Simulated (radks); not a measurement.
Question: The nitrogen ion N3+, [He] 2s2. Method: non-relativistic Kohn-Sham, exchange-only B88, spin-polarised, spherical densities, point nucleus; computed with a radial shooting solver on a logarithmic mesh with Libxc functionals. Every spin shell is full or empty, so the densities are truly spherical. Functionals are evaluated on that one density, not self-consistently. Rank these orbital-free kinetic functionals by their error against the exact value of the orbitals, and give that value: Thomas-Fermi, von Weizsacker, TF + vW, TF + vW/9, TF + vW/5, LC94, APBEK, revAPBEK, Perdew 92, Thakkar, Pearson, LKT, PG1, DePristo-Kress, Ernzerhof.

Answer: Exact: 51.0727 hartree. From best to worst, with 100 (|E| - |E exact|)/|E exact| (equal figures are ties): revAPBEK +0.23, Thakkar -0.38, APBEK -0.55, LC94 -0.58, Perdew 92 -0.58, TF + vW/9 -0.60, Ernzerhof +1.36, DePristo-Kress -1.93, Pearson -4.70, TF + vW/5 +7.39, von Weizsacker -10.09, Thomas-Fermi -10.59, PG1 +43.86, LKT +51.11, TF + vW +79.31.
